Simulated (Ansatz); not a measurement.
```xyz
10

O    -0.027    0.555    2.001
Si    1.100    0.486    0.818
O     0.415    0.373   -0.672
Si   -0.836   -0.285   -1.462
Cl   -1.674   -1.773   -0.304
H    -0.548   -0.232    2.172
H     1.840    1.760    0.874
H     1.984   -0.693    0.988
H    -0.364   -0.911   -2.712
H    -1.891    0.721   -1.703
```

Total charge 0; spin multiplicity 1.

(1) List the PBE/def2-TZVPP orbital energies in eV (Ansatz). (An estimate is asked.)

Results:

(1) Computed: Occupied: -2739.15, -1781.19, -1780.64, -510.73, -510.53, -249.74, -190.42, -190.27, -190.26, -138.77, -138.23, -95.57, -95.50, -95.44, -95.01, -94.96, -94.92, -25.54, -25.02, -20.73, -14.98, -13.56, -11.90, -10.69, -10.57, -10.09, -9.42, -8.86, -8.67, -8.20, -8.04, -7.65, -7.37. Lowest empty: -0.64, -0.39, -0.34, 0.52, 0.70, 1.21, 1.58, 1.74.
